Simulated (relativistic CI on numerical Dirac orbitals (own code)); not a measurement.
**Line list: Electric-dipole lines, Pb⁴⁷⁺**

These numbers are calculated, not measured: Dirac-Coulomb-Breit CI, KLI orbitals optimised for each configuration, QED by a radiative potential, unscaled Slater integrals (own radial code, finite nucleus).

Configurations in the expansion (outside the closed core [Ar] 3d10): 4s2 4p5, 4s 4p6, 4s2 4p4 4d, 4s 4p5 4d, 4s2 4p4 4f, 4s 4p5 4f, 4p6 4d, 4s 4p4 4d2, 4s2 4p3 4d 4f, 4p6 4f, 4p5 4d 4f, 4p5 4d2, 4p4 4d3, 4p4 4d2 4f. Double excitations out of closed p, d and f shells are left out; levels of such configurations are missing from the list, as are those of other unlisted configurations, and high levels can miss mixing partners.

| λ vac (nm) | Lower | Upper | A (s⁻¹) | log gf | S velocity/length |
| --- | --- | --- | --- | --- | --- |
| 3.2477 | 4s 4p6 2S_1/2 [14] | 4s 4p5 4d 2P°_3/2 [138] | 2.51e+12 | 0.20 | 0.93 |
| 3.3935 | 4s2 4p5 2P°_3/2 [1] | 4s2 4p4 4d 2S_1/2 [21] | 5.14e+12 | 0.25 | 0.84 |
| 3.3990 | 4s2 4p5 2P°_3/2 [1] | 4s2 4p4 4d 2P_3/2 [20] | 3.59e+12 | 0.40 | 0.78 |
| 3.4027 | 4s2 4p5 2P°_3/2 [1] | 4s2 4p4 4d 2D_5/2 [19] | 3.76e+12 | 0.59 | 0.85 |
| 3.4340 | 4s2 4p5 2P°_1/2 [2] | 4s2 4p4 4d 2D_3/2 [53] | 2.94e+12 | 0.32 | 0.84 |
| 3.8899 | 4s2 4p4 4d 4D_3/2 [3] | 4s 4p5 4d 2D°_3/2 [48] | 6.48e+11 | -0.23 | 0.99 |
| 3.9059 | 4s2 4p4 4d 4D_3/2 [3] | 4s 4p5 4d 2P°_1/2 [46] | 1.28e+12 | -0.23 | 1.05 |
| 3.9307 | 4s2 4p4 4d 4D_5/2 [4] | 4s 4p5 4d 2D°_3/2 [48] | 1.02e+12 | -0.02 | 1.06 |
| 3.9328 | 4s2 4p4 4d 2F_7/2 [8] | 4s 4p5 4d 2F°_7/2 [54] | 5.16e+11 | -0.02 | 1.11 |
| 3.9499 | 4s2 4p4 4d 4P_1/2 [5] | 4s 4p5 4d 2P°_1/2 [46] | 1.41e+12 | -0.18 | 1.06 |
| 3.9532 | 4s2 4p4 4d 4F_9/2 [9] | 4s 4p5 4d 2F°_7/2 [54] | 1.24e+12 | 0.37 | 1.07 |
| 3.9652 | 4s2 4p4 4d 2F_7/2 [6] | 4s 4p5 4d 2F°_5/2 [47] | 1.45e+12 | 0.31 | 1.08 |
| 4.0529 | 4s2 4p4 4d 2D_5/2 [13] | 4s 4p5 4d 2P°_3/2 [58] | 1.56e+12 | 0.19 | 1.11 |
| 4.0550 | 4s2 4p4 4d 2D_5/2 [19] | 4s 4p5 4d 2P°_3/2 [138] | 1.63e+12 | 0.21 | 1.09 |
| 4.0604 | 4s2 4p4 4d 2G_7/2 [18] | 4s 4p5 4d 2F°_5/2 [113] | 1.52e+12 | 0.35 | 1.06 |
| 4.0685 | 4s2 4p4 4d 2P_1/2 [10] | 4s 4p5 4d 2D°_3/2 [52] | 1.01e+12 | 0.00 | 1.08 |
| 4.0860 | 4s2 4p4 4d 2D_5/2 [11] | 4s 4p5 4d 2D°_5/2 [55] | 1.34e+12 | 0.30 | 1.16 |
| 4.0922 | 4s2 4p4 4d 2G_9/2 [25] | 4s 4p5 4d 2F°_7/2 [158] | 1.46e+12 | 0.47 | 1.05 |
| 4.1025 | 4s2 4p4 4d 2D_3/2 [7] | 4s 4p5 4d 2D°_3/2 [48] | 9.44e+11 | -0.02 | 1.17 |
| 4.1040 | 4s2 4p4 4d 2D_3/2 [7] | 4s 4p5 4d 2F°_5/2 [47] | 7.78e+11 | 0.07 | 1.13 |
| 4.1052 | 4s2 4p4 4d 4D_3/2 [3] | 4s 4p5 4d 4D°_5/2 [44] | 3.92e+11 | -0.23 | 1.10 |
| 4.1137 | 4s2 4p4 4d 4D_7/2 [22] | 4s 4p5 4d 4D°_5/2 [139] | 1.15e+12 | 0.24 | 1.13 |
| 4.1184 | 4s2 4p4 4d 2F_7/2 [8] | 4s 4p5 4d 4D°_7/2 [51] | 4.27e+11 | -0.06 | 1.09 |
| 4.1400 | 4s2 4p4 4d 4D_5/2 [4] | 4s 4p5 4d 4F°_7/2 [45] | 3.16e+11 | -0.19 | 1.05 |
| 4.1507 | 4s2 4p4 4d 4D_5/2 [4] | 4s 4p5 4d 4D°_5/2 [44] | 8.49e+11 | 0.12 | 1.08 |
| 4.1639 | 4s2 4p4 4d 2F_7/2 [8] | 4s 4p5 4d 2D°_5/2 [50] | 9.30e+11 | 0.16 | 1.13 |
| 4.1767 | 4s2 4p4 4d 2F_7/2 [6] | 4s 4p5 4d 4F°_7/2 [45] | 9.32e+11 | 0.29 | 1.15 |
| 4.2657 | 4s2 4p4 4d 2F_7/2 [8] | 4s 4p5 4d 4F°_9/2 [49] | 3.50e+11 | -0.02 | 1.06 |
| 4.2897 | 4s2 4p4 4d 4F_9/2 [9] | 4s 4p5 4d 4F°_9/2 [49] | 8.62e+11 | 0.38 | 1.18 |
| 4.2996 | 4s2 4p5 2P°_3/2 [1] | 4s 4p6 2S_1/2 [14] | 1.17e+12 | -0.19 | 1.07 |
| 4.3089 | 4s2 4p4 4d 2D_5/2 [13] | 4s 4p5 4d 2F°_7/2 [54] | 4.82e+11 | 0.03 | 1.25 |
| 4.7861 | 4s2 4p4 4d 4F_5/2 [17] | 4s2 4p4 4f 4G°_7/2 [62] | 4.64e+11 | 0.11 | 1.21 |
| 4.7968 | 4s2 4p4 4d 2G_7/2 [18] | 4s2 4p4 4f 2H°_9/2 [63] | 5.64e+11 | 0.29 | 1.24 |
| 4.8128 | 4s2 4p4 4d 2F_7/2 [6] | 4s2 4p4 4f 4G°_9/2 [34] | 5.29e+11 | 0.26 | 1.23 |
| 4.8409 | 4s 4p6 2S_1/2 [14] | 4s 4p5 4d 2P°_3/2 [58] | 1.02e+12 | 0.16 | 0.88 |
| 4.8686 | 4s2 4p4 4d 4D_5/2 [4] | 4s2 4p4 4f 4F°_7/2 [32] | 2.57e+11 | -0.14 | 1.19 |
| 5.0017 | 4s2 4p5 2P°_1/2 [2] | 4s2 4p4 4d 2P_1/2 [29] | 2.06e+12 | 0.19 | 0.72 |
| 5.1380 | 4s2 4p5 2P°_1/2 [2] | 4s2 4p4 4d 2D_3/2 [28] | 1.25e+12 | 0.30 | 0.76 |
| 5.1970 | 4s2 4p5 2P°_3/2 [1] | 4s2 4p4 4d 2D_5/2 [13] | 1.04e+12 | 0.40 | 0.79 |
| 5.2493 | 4s2 4p4 4d 4D_7/2 [22] | 4s2 4p4 4f 4F°_9/2 [65] | 5.38e+11 | 0.35 | 1.16 |
| 5.2875 | 4s2 4p4 4d 4F_9/2 [9] | 4s2 4p4 4f 4G°_11/2 [37] | 4.75e+11 | 0.38 | 1.24 |
| 5.2901 | 4s2 4p5 2P°_3/2 [1] | 4s2 4p4 4d 2P_3/2 [12] | 7.71e+11 | 0.11 | 0.68 |
| 5.3060 | 4s2 4p4 4d 2G_9/2 [25] | 4s2 4p4 4f 2H°_11/2 [72] | 4.58e+11 | 0.36 | 1.26 |
| 5.3136 | 4s2 4p4 4d 2F_7/2 [8] | 4s2 4p4 4f 2G°_9/2 [35] | 3.30e+11 | 0.14 | 1.21 |
| 5.3353 | 4s2 4p4 4d 2D_5/2 [11] | 4s2 4p4 4f 2F°_7/2 [41] | 3.17e+11 | 0.03 | 1.19 |

Terms are leading LS components. Brackets give the number of a level in order of energy, since labels repeat. The list gives strong lines, with weight on those to low levels, among the lowest 200 of 2245 levels, so that lines to higher ones, which can be the strongest, are missing. Levels whose partners in the same complex of configurations lie outside the list can be far off, and so can their lines. Rates are taken at the computed energies, electric ones in the length gauge. A velocity-to-length ratio far from 1 marks an uncertain rate.

At this charge energies of transitions that change n are usually good to better than 1 %, and those within a shell (Δn = 0) to a few per cent.

LS names give the leading component of a level, which can be under half, so a name can repeat, a term be missing and a line seem to break the LS rules.
